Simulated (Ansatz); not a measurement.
The same path of Cl3F3Mo + H2 (9 atoms, charge 0, multiplicity 1) was run twice with different band settings. Lost on the way: H8–H9. Made: Mo1–H8, F2–H9.

Method: Ansatz, RKS LDA/def2-SVP.

Relaxed end points:

```xyz
9
Properties=species:S:1:pos:R:3
Mo 0.091 -0.246 -0.255
F -0.125 -0.191 1.575
Cl 2.324 0.007 0.076
F -0.098 1.572 -0.317
Cl -2.161 -0.477 -0.440
F 0.273 -2.064 -0.132
Cl 0.360 -0.346 -2.499
H -1.685 2.257 1.840
H -1.388 1.605 2.156
```

```xyz
9
Properties=species:S:1:pos:R:3
Mo -0.067 0.107 -0.204
F 0.217 0.684 2.035
Cl 2.186 0.033 0.136
F -0.035 1.924 -0.291
Cl -2.408 0.076 -0.953
F -0.285 -1.499 0.623
Cl 0.143 -0.480 -2.349
H -1.513 0.432 0.619
H -0.648 0.841 2.388
```

Common settings: movable images 7; climbing image yes; optimiser quadratic models (default); start path through a guess of the saddle point; force threshold 0.05 eV/Å; iteration limit 60; end points relaxed.

| run | spring |
| --- | --- |
| 1 | 5.0 eV/Å² |
| 2 | 0.5 eV/Å² |

**Question.** What does each run give, and how far can it be trusted?

**Answer.** Run 1: converged after 41 iterations, highest image 1.029 eV above the first end. The profile has 2 maxima (images 4, 6) with wells between them (image 5): this band takes more than one step, which may be the mechanism or a detour left from its start path. A vibrational analysis at the climbing image gives one clearly imaginary mode, 539i cm⁻¹: a first-order saddle point.
Run 2: converged after 29 iterations, highest image 1.068 eV above the first end. A structure lower than the first end lies on the path between it and the top, so the climb from that side starts below the end, which may itself be a saddle point or a shallow side well. The order of the point at the top wasn't checked.
The orbitals stay closed-shell, which can raise the energy where a bond breaks towards radicals; this wasn't checked here.
